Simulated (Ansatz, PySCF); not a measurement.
Pair of molecules: H2O (SMILES O) (first 3 atoms) with CH3Br (SMILES CBr); geometry from B3LYP-D3(BJ)/def2-TZVP, rigid monomers moved along the line of their centres of mass till H2···Br5 is 3.06 Å.
(charge 0, multiplicity 1):
```json
[
 {"atom": "O", "x (Å)": "0.3462", "y (Å)": "0.0316", "z (Å)": "-0.1140"},
 {"atom": "H", "x (Å)": "-0.0233", "y (Å)": "0.5566", "z (Å)": "0.6085"},
 {"atom": "H", "x (Å)": "-0.3205", "y (Å)": "0.0527", "z (Å)": "-0.8079"},
 {"atom": "C", "x (Å)": "-0.1040", "y (Å)": "-1.4693", "z (Å)": "3.2386"},
 {"atom": "Br", "x (Å)": "-0.9885", "y (Å)": "0.2663", "z (Å)": "3.5006"},
 {"atom": "H", "x (Å)": "0.7604", "y (Å)": "-1.4891", "z (Å)": "3.8924"},
 {"atom": "H", "x (Å)": "0.1784", "y (Å)": "-1.5207", "z (Å)": "2.1928"},
 {"atom": "H", "x (Å)": "-0.8213", "y (Å)": "-2.2369", "z (Å)": "3.5058"}
]
```

Monomers are frozen at their geometry in the pair; levels with a basis set take the counterpoise correction.

Run with Ansatz (Gaussian basis) for Hartree–Fock, density functionals and correlated methods; PySCF for the dispersion terms. 

Question: What interaction energy does HF/aug-cc-pVDZ give?

Answer: -2.0 kcal/mol

Ansatz is a quantum-chemistry and plane-wave program.
